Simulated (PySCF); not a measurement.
# Working out the ionisation energy of Cd

Cd [Kr] 4d10 5s2 (1S) → Cd⁺ [Kr] 4d10 5s1 (2S). Calculation: PySCF 2.14, in aug-cc-pVTZ-PP with ECP28MDF; scalar relativity through the core potential. Frozen: 4s2 4p6. Energies in hartree (1 hartree = 27.21139 eV):

```
            part   Cd (lower)  Cd⁺ (upper)
             UHF  -166.838765  -166.568799
CCSD correlation    -0.438128    -0.386825
             (T)    -0.018331    -0.013264
```

Problem. What does Hartree-Fock give?

Solution. (-166.568799) − (-166.838765) = 0.269966 hartree = 7.346 eV.

Problem. What do CCSD and CCSD(T) give?

Solution. The CCSD correlation energies differ by 0.051303 hartree = 1.396 eV and the triples by 0.005067 hartree = 0.138 eV, so CCSD gives 8.742 eV and CCSD(T) 8.880 eV.

Measured between the centres of the two terms (NIST): 8.994 eV, so CCSD(T) (valence) is off by -0.114 eV.

What remains against the reference includes basis incompleteness, the frozen core and higher excitations.
